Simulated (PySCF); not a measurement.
How methods differ on the fine-structure interval of Pb⁷³⁺

Pb⁷³⁺ [He] 2s2 2p5 [2p1/2^2 2p3/2^3, M_J = 3/2] → Pb⁷³⁺ [He] 2s2 2p5 [2p1/2^1 2p3/2^4, M_J = 1/2], as a difference of total energies. All numbers are calculated (PySCF 2.14, the two-component X2C-1e Hamiltonian, in an uncontracted even-tempered set (16 s from 62 bohr⁻², ratio 2.4; 13 p from 81 bohr⁻², ratio 2.4; 5 d from 280 bohr⁻², ratio 2.6; 4 f from 410 bohr⁻², ratio 2.6)). Correlated levels: nothing frozen; the 22 highest virtual spinors dropped. "Screened" scales the spin-orbit matrix elements by Boettger's factors to mimic the two-electron term; Breit and QED terms are absent.

```
                    method  fine-structure interval (cm⁻¹)
 GHF (screened spin-orbit)                        18274000
GMP2 (screened spin-orbit)                        18275000
     GHF (bare spin-orbit)                        18803000
```
